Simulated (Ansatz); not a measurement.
Reaction: CHNO (isocyanic acid, SMILES N=C=O) → CHNO (parent SMILES O=C=N, triplet)
Each species at its own B3LYP-D3(BJ)/def2-TZVP minimum (Ansatz, a quantum-chemistry and plane-wave program).

Quantity: adiabatic triplet-singlet gap (electronic), in kcal/mol. Radicals and triplets start from unrestricted determinants; spin-orbit coupling is neglected. CBS(X,Y): correlation extrapolated as X^-3, Hartree-Fock from the larger set (Q,5: extrapolated as (X+1)exp(-9√X)). A bracket is a step between two methods taken in the basis named. The functionals are non-relativistic, so their misses hold any scalar relativity. 'core' is core correlation in cc-pwCVTZ, 'X2C' scalar relativity in cc-pVTZ-DK, both at CCSD(T). The UHF reference of CHNO (parent SMILES N=C=O, triplet) is spin-contaminated (<S^2> up to 0.06 over the pure value in the sets run). The spin of CHNO (parent SMILES N=C=O, triplet) was assumed, and the state is the lowest solution found for it.

CCSD(T)/CBS(cc-pVQZ,cc-pV5Z) + [CCSDT(Q) - CCSD(T)]/cc-pVTZ + core + X2C (Ansatz) gives 87.9 kcal/mol.

Q: What does PBE/def2-TZVPD (Ansatz) give here, and how do the other levels compare?

A: PBE gives 86.0 kcal/mol, 1.9 kcal/mol below it. Differences of the others: r2SCAN/def2-TZVPD (Ansatz) -5.0; PBE0/def2-TZVPD (Ansatz) -3.2; CCSD(T)/CBS(cc-pVQZ,cc-pV5Z) + core + X2C (Ansatz) 0.6 kcal/mol.
